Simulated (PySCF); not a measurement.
Calculation: TPSSh-D3(BJ)/def2-TZVP // PBE-D3(BJ)/def2-SVP (PySCF 2.14.0). Isolated molecules, 0 K electronic values unless said otherwise. One relaxed conformer stands for a flexible species; it need not be the lowest. 

Reference species: [Y(Cl)(NH2)2] (neutral, multiplicity 1).

```
Property                                                        Value
------------------------------------------------------------  -------
mean distance from the central atom to its bonded neighbours  2.255 Å
coordination number                                                 3
```

Changed species: [Y(Cl)2(NH2)] (1 of 3 Cl replaced by NH2; the reference has 2 of 3 Cl replaced by NH2).

### Question
What does the change do to the mean distance from the central atom to its bonded neighbours and coordination number?

### Answer
the mean distance from the central atom to its bonded neighbours goes up by 0.095 Å, to 2.350 Å; the coordination number hardly moves.
